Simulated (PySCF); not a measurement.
Cl₄Pd (SMILES [Cl][Pd-2]([Cl])([Cl])[Cl]), charge -2, singlet, at a GFN2-xTB geometry (such geometries of metal compounds can be far from the true shape) (core potentials on Cl, Pd); DF-HF/LANL2DZ (PySCF).

The PySCF input:
```python
from pyscf import gto, scf

mol = gto.Mole()
mol.atom = '''
    Pd   -0.000000   -0.000000   -0.000000
    Cl    2.190135   -0.739660    0.014657
    Cl    0.739588    2.190172    0.012579
    Cl   -2.190135    0.739660   -0.014657
    Cl   -0.739588   -2.190172   -0.012579
'''
mol.basis = 'lanl2dz'
mol.ecp = {'Cl': 'lanl2dz', 'Pd': 'lanl2dz'}
mol.charge = -2
mol.spin = 0
mol.verbose = 4
mol.build()

mf = scf.RHF(mol)
mf = mf.density_fit(auxbasis='def2-universal-jkfit')
mf.kernel()
```

What the program printed (banner, timings and long lists left out):

```
PySCF version 2.14.0

[INPUT] verbose = 4
[INPUT] num. atoms = 5
[INPUT] num. electrons = 48
[INPUT] charge = -2
[INPUT] spin (= nelec alpha-beta = 2S) = 0
[INPUT] symmetry False subgroup None
[INPUT] Mole.unit = angstrom
[INPUT] Symbol           X                Y                Z      unit          X                Y                Z       unit  Magmom
[INPUT]  1 Pd     0.000000000000   0.000000000000   0.000000000000 AA    0.000000000000   0.000000000000   0.000000000000 Bohr   0.0
[INPUT]  2 Cl     2.190135000000  -0.739660000000   0.014657000000 AA    4.138755325824  -1.397754825296   0.027697715808 Bohr   0.0
[INPUT]  3 Cl     0.739588000000   2.190172000000   0.012579000000 AA    1.397618765015   4.138825245691   0.023770864921 Bohr   0.0
[INPUT]  4 Cl    -2.190135000000   0.739660000000  -0.014657000000 AA   -4.138755325824   1.397754825296  -0.027697715808 Bohr   0.0
[INPUT]  5 Cl    -0.739588000000  -2.190172000000  -0.012579000000 AA   -1.397618765015  -4.138825245691  -0.023770864921 Bohr   0.0

nuclear repulsion = 158.313645359564
number of shells = 23
number of NR pGTOs = 91
number of NR cGTOs = 54
basis = lanl2dz
ecp = {'Cl': 'lanl2dz', 'Pd': 'lanl2dz'}

******** <class 'pyscf.df.df_jk.DFRHF'> ********
method = DFRHF
initial guess = minao
damping factor = 0
level_shift factor = 0
DIIS = <class 'pyscf.scf.diis.CDIIS'>
diis_start_cycle = 1
diis_space = 8
diis_damp = 0
SCF conv_tol = 1e-09
SCF conv_tol_grad = None
SCF max_cycles = 50
direct_scf = False
Set gradient conv threshold to 3.16228e-05
Initial guess from minao.
******** <class 'pyscf.df.df.DF'> ********
auxbasis = def2-universal-jkfit
init E= -175.297616373978
  HOMO = 0.174331818129212  LUMO = 0.200841578354351  gap/eV = 0.72137
cycle= 1 E= -172.957062053911  delta_E= 2.34  |g|= 4.91  |ddm|= 11.3
  HOMO = -0.623103345677433  LUMO = -0.605338902594022  gap/eV = 0.48340
cycle= 2 E= -175.108237400914  delta_E= -2.15  |g|= 4.99  |ddm|= 12.6
  HOMO = -0.240274499296333  LUMO = -0.238976594774767  gap/eV = 0.03532
cycle= 3 E= -183.277935052936  delta_E= -8.17  |g|= 1.85  |ddm|= 8.14
  HOMO = 0.04402119227719  LUMO = 0.0686361133676465  gap/eV = 0.66981
cycle= 4 E= -184.83401024795  delta_E= -1.56  |g|= 0.215  |ddm|= 2.93
  HOMO = -0.0371141279745331  LUMO = 0.328785209761869  gap/eV = 9.95663
cycle= 5 E= -184.853852844934  delta_E= -0.0198  |g|= 0.105  |ddm|= 0.334
  HOMO = -0.0570884547052075  LUMO = 0.325860933252799  gap/eV = 10.42058
cycle= 6 E= -184.857634326936  delta_E= -0.00378  |g|= 0.0632  |ddm|= 0.143
  HOMO = -0.0599032728893438  LUMO = 0.325366558282942  gap/eV = 10.48373
cycle= 7 E= -184.858609122462  delta_E= -0.000975  |g|= 0.029  |ddm|= 0.0661
  HOMO = -0.0649514430896683  LUMO = 0.324735416615562  gap/eV = 10.60392
cycle= 8 E= -184.858836793055  delta_E= -0.000228  |g|= 0.00544  |ddm|= 0.0337
  HOMO = -0.0659307347134281  LUMO = 0.32457681040999  gap/eV = 10.62625
cycle= 9 E= -184.858852152452  delta_E= -1.54e-05  |g|= 0.000984  |ddm|= 0.00902
  HOMO = -0.0658855371807427  LUMO = 0.324576802540875  gap/eV = 10.62502
cycle= 10 E= -184.858852801298  delta_E= -6.49e-07  |g|= 5.37e-05  |ddm|= 0.00251
  HOMO = -0.0658943129363396  LUMO = 0.324577366540309  gap/eV = 10.62528
cycle= 11 E= -184.858852803717  delta_E= -2.42e-09  |g|= 7.85e-06  |ddm|= 0.000157
  HOMO = -0.0658956351386144  LUMO = 0.324577356727363  gap/eV = 10.62531
cycle= 12 E= -184.858852803757  delta_E= -4.05e-11  |g|= 1.64e-06  |ddm|= 2.07e-05
  HOMO = -0.0658955735535334  LUMO = 0.32457735628673  gap/eV = 10.62531
Extra cycle  E= -184.85885280376  delta_E= -2.56e-12  |g|= 7.29e-07  |ddm|= 3.58e-06
converged SCF energy = -184.85885280376
```
